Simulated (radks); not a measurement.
Results of a calculation; reference values are marked as such.
Question: Species: the neon ion Ne+. Configuration: 1s1.75 2s2 2p5 3s0.25 (fractional occupations, a model configuration). Level of theory: non-relativistic Kohn-Sham, PBE, spin-polarised, spherical densities, point nucleus; open shells are filled with parallel spins first (a radial shooting solver on a logarithmic mesh with Libxc functionals). Some entries of the table are withheld. Estimate them.

orbital,occ.,eigenvalue (hartree),<r> (bohr)
1s up,1,-32.34347,0.1568
1s down,0.75,-32.03599,0.1571
2s up,1,-2.23691,0.8417
2s down,1,-2.14947,0.8510
2p up,3,-1.38706,0.8368
2p down,2,-1.29794,0.8545
3s up,0.25,-0.30923,(1)
3p up,0,-0.20021,4.270

Answer: 
(1) 3s up <r> (bohr): 3.387
